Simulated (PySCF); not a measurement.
Members of one series of related molecules.

All values: B3LYP/def2-SVPD (PySCF) at PBE0-D3(BJ)/def2-SVP geometries, gas phase, one conformer each. Core orbitals are frozen in the response; Δα² is half the sum of the squared differences of the principal polarisabilities. Atoms past krypton carry effective core potentials. The calculation is non-relativistic apart from the core potentials, for bromine too.

Question: Rank by mean static polarisability, lowest first.
A. Ta(NMe)F3, `C[N]=[Ta]([F])([F])[F]`
B. Ta(NMe)(OH)3, `C[N]=[Ta]([OH])([OH])[OH]`
C. Ta(NMe)(OSiH3)3, `C[N]=[Ta]([O][SiH3])([O][SiH3])[O][SiH3]`
D. Ta(NMe)Me3, `C[N]=[Ta]([CH3])([CH3])[CH3]`
E. Ta(NMe)Br3, `C[N]=[Ta]([Br])([Br])[Br]`

Answer: A (8.90 Å³), B (11.41 Å³), D (16.11 Å³), E (19.62 Å³), C (23.21 Å³).

Question: Rank by vertical ionisation energy (ΔSCF), highest first.
A. `C[N]=[Ta]([F])([F])[F]` (Ta(NMe)F3)
B. `C[N]=[Ta]([OH])([OH])[OH]` (Ta(NMe)(OH)3)
C. `C[N]=[Ta]([Br])([Br])[Br]` (Ta(NMe)Br3)

Answer: A (10.05 eV), C (9.46 eV), B (8.77 eV).

Question: Rank by HOMO energy, highest first.
A. Ta(NMe)(OSiH3)3, `C[N]=[Ta]([O][SiH3])([O][SiH3])[O][SiH3]`
B. Ta(NMe)F3, `C[N]=[Ta]([F])([F])[F]`
C. Ta(NMe)(OH)3, `C[N]=[Ta]([OH])([OH])[OH]`

Answer: C (-6.69 eV), A (-6.88 eV), B (-7.76 eV).

All values together:

```tsv
SMILES	formula	μ (D)	HOMO (eV)	LUMO (eV)	α (Å³)	Δα (Å³)	electrons	α per electron (Å³)	ΔSCF removal energy (eV)
C[N]=[Ta]([F])([F])[F]	CH3F3NTa	1.42	-7.76	-1.34	8.90	4.39	116	0.077	10.05
C[N]=[Ta]([Br])([Br])[Br]	CH3Br3NTa	2.01	-7.69	-2.68	19.62	0.68	194	0.101	9.46
C[N]=[Ta]([OH])([OH])[OH]	CH6NO3Ta	0.86	-6.69	-0.62	11.41	3.91	116	0.098	8.77
C[N]=[Ta]([CH3])([CH3])[CH3]	C4H12NTa	0.42	-6.70	-1.02	16.11	2.78	116	0.139	–
C[N]=[Ta]([O][SiH3])([O][SiH3])[O][SiH3]	CH12NO3Si3Ta	0.49	-6.88	-0.75	23.21	0.50	164	0.142	–
```

Conformers: `C[N]=[Ta]([OH])([OH])[OH]` (singlet state); `C[N]=[Ta]([O][SiH3])([O][SiH3])[O][SiH3]` (singlet state).

A dash marks a removal energy that wasn't run or isn't settled.
